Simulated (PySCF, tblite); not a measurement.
C₆H₆NO₂ (charge -1).
SMILES with atom numbers: `[CH3:1][C:2](=[O:3])/[CH:4]=[C:5](/[O-:6])[CH2:7][C:8]#[N:9]` (hydrogens: H10, H11, H12 on C1; H13 on C4; H14, H15 on C7)

The geometry is computed with GFN2-xTB (gas phase).

(1) Give the optimised bond lengths and angles.

## Answers

(1) 
```json
{"bond": "C1–C2", "length (bohr)": "2.905"}
{"bond": "C2=O3", "length (bohr)": "2.354"}
{"bond": "C2–C4", "length (bohr)": "2.648"}
{"bond": "C4=C5", "length (bohr)": "2.647"}
{"bond": "C5–O6", "length (bohr)": "2.339"}
{"bond": "C5–C7", "length (bohr)": "2.946"}
{"bond": "C7–C8", "length (bohr)": "2.689"}
{"bond": "C8≡N9", "length (bohr)": "2.172"}
{"bond": "C1–H10, C1–H11, C1–H12", "length (bohr)": "2.058"}
{"bond": "C4–H13", "length (bohr)": "2.049"}
{"bond": "C7–H14, C7–H15", "length (bohr)": "2.068"}
```

Bonds in one row agree within 0.02 bohr and their mean is given. A selection of angles:
```json
{"angle": "C2–C1–H10", "degrees": "110.0"}
{"angle": "H10–C1–H11", "degrees": "109.3"}
{"angle": "H10–C1–H12", "degrees": "108.4"}
{"angle": "C1–C2–O3", "degrees": "117.8"}
{"angle": "C1–C2–C4", "degrees": "113.9"}
{"angle": "O3–C2–C4", "degrees": "128.3"}
{"angle": "C2–C4–C5", "degrees": "129.0"}
{"angle": "C2–C4–H13", "degrees": "116.2"}
{"angle": "C5–C4–H13", "degrees": "114.7"}
{"angle": "C4–C5–O6", "degrees": "125.2"}
{"angle": "C4–C5–C7", "degrees": "116.5"}
{"angle": "O6–C5–C7", "degrees": "118.3"}
{"angle": "C5–C7–C8", "degrees": "110.1"}
{"angle": "C5–C7–H14", "degrees": "108.8"}
{"angle": "C5–C7–H15", "degrees": "108.1"}
{"angle": "C8–C7–H14", "degrees": "109.3"}
{"angle": "H14–C7–H15", "degrees": "111.3"}
{"angle": "C7–C8–N9", "degrees": "179.9"}
```

Dihedral angles: C1–C2–C4–C5 -179° (antiperiplanar); C2–C4–C5–O6 173° (antiperiplanar); C4–C5–C7–C8 -105° (anticlinal). The mirror-image conformer, all signs reversed, is as good.

C4 (carbon bonded to 2 C and H) is planar (angles 129.0°, 116.2° and 114.7°, sum 359.9°, 0.02 Å off the plane of its three neighbours). C5 (vinylic carbon bearing oxygen) is planar (angles 125.2°, 118.3° and 116.5°, sum 360.0°, 0.00 Å off the plane of its three neighbours). C2 (ketone carbonyl carbon) is planar (angles 128.3°, 117.8° and 113.9°, sum 360.0°, 0.01 Å off the plane of its three neighbours). Of the pairs four or more bonds apart, O3···H15 is among the closest relative to their van der Waals radii: 1.96 Å, 72 % of the sum of Bondi's values. The 5 C–C bonds span 1.401 Å (C4=C5, drawn double in one of several resonance forms) to 1.559 Å (C5–C7, drawn single), a spread of 0.158 Å.

Point group: C1 (no symmetry element, even within 0.4 Å). Its GFN2-xTB frequencies are all real (lowest 35 cm⁻¹). 3 starts were optimised and ended at 0.00, 0.01 and 5.05 kcal/mol (GFN2-xTB); the lowest of these is shown.
